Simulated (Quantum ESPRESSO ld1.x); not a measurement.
Question: The aim is neutral cobalt in [Ar] 3d7 4s2. This ld1.x (Quantum ESPRESSO 7.5) run was made with `OMP_NUM_THREADS=1 ld1.x < ld1.in > ld1.out`. Can the result be used? Name any fault.

```
 &input
    zed=27.0,
    iswitch=1,
    rel=1,
    dft='PW',
    config='[Ar] 3d7 4s2',
    xmin=-12.0,
    prefix='ld1',
    max_out_wfc=37,
    file_charge='ld1.rho',
 /
```

Output (excerpt):

```
     Program LD1 v.7.5 starts

     --------------------------- All-electron run ----------------------------

     scalar relativistic calculation

     atomic number is 27.00
     dft =PW   lsd =0 sic =0 latt =0  beta=0.20 tr2=1.0E-14
     Exchange-correlation= PW
                           (   1   4   0   0   0   0   0)
     mesh =2489 r(mesh) = 100.29974 a.u. xmin =-12.00 dx = 0.00800
     1 Ry =  13.60569312 eV, c = 137.03599908

     n l     nl                  e(Ry)          e(Ha)          e(eV)
     1 0     1S 1( 2.00)      -556.8793      -278.4396     -7576.7283
     2 0     2S 1( 2.00)       -65.9344       -32.9672      -897.0831
     2 1     2P 1( 6.00)       -56.5530       -28.2765      -769.4428
     3 0     3S 1( 2.00)        -7.4875        -3.7438      -101.8728
     3 1     3P 1( 6.00)        -4.8153        -2.4077       -65.5155
     3 2     3D 1( 7.00)        -0.6219        -0.3109        -8.4612
     4 0     4S 1( 2.00)        -0.4170        -0.2085        -5.6737

     final scf error:  7.2E-15 reached in  29 iterations

     Etot =   -2781.555292 Ry,   -1390.777646 Ha,  -37844.987713 eV

     Ekin =    2816.199403 Ry,    1408.099701 Ha,   38316.344845 eV
     Encl =   -6668.367586 Ry,   -3334.183793 Ha,  -90727.763001 eV
     Eh   =    1184.410224 Ry,     592.205112 Ha,   16114.722042 eV
     Exc  =    -113.797334 Ry,     -56.898667 Ha,   -1548.291599 eV
```

Answer: Yes, it can be used (usable despite the warning). The line at issue: xmin=-12.0. The mesh starts very near the nucleus, where rounding noise provokes warnings (final residual 7e-15); the energy differs from the default mesh by less than 1e-5 hartree, which is rather the error of the default start. The sound input gives -1390.7776 hartree.
